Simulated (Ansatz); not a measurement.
# How methods differ on CH5BClN (SMILES CNBCl)

CH5BClN: 9 atoms, total charge 0, spin state singlet. As SMILES, `CNBCl`. The shape is that of a PBE0-D4/def2-TZVP optimisation. This is one conformer, not always the lowest.

Quantity: the vertical ionisation energy (to the doublet cation), in eV. The values are calculated.

| level | kind | program | value (eV) | CPU time (all runs) |
| --- | --- | --- | --- | --- |
| HF/def2-SVP | Hartree–Fock | Ansatz | 9.06 | 5.4 s |
| SVWN5/def2-SVP | LDA | Ansatz | 9.78 | 8.4 s |
| r2SCAN/def2-SVP | meta-GGA | Ansatz | 9.76 | 30 s |
| r2SCAN0/def2-SVP | hybrid meta-GGA | Ansatz | 9.94 | 42 s |
| CAM-B3LYP/def2-SVP | range-separated hybrid | Ansatz | 10.00 | 19 s |
| wB97X/def2-SVP | range-separated hybrid | Ansatz | 10.11 | 63 s |
| PBE-QIDH/def2-SVP | double hybrid | Ansatz | 10.13 | 26 s |
| MP2/def2-SVP | perturbation theory | Ansatz | 10.17 | 7.2 s |
| CCSD/def2-SVP | coupled cluster or CI | Ansatz | 9.88 | 63 s |

The values span 9.06 to 10.17 eV. Times are those of the runs behind each value, whatever else they computed, on shared processors of several kinds: orders of magnitude only.
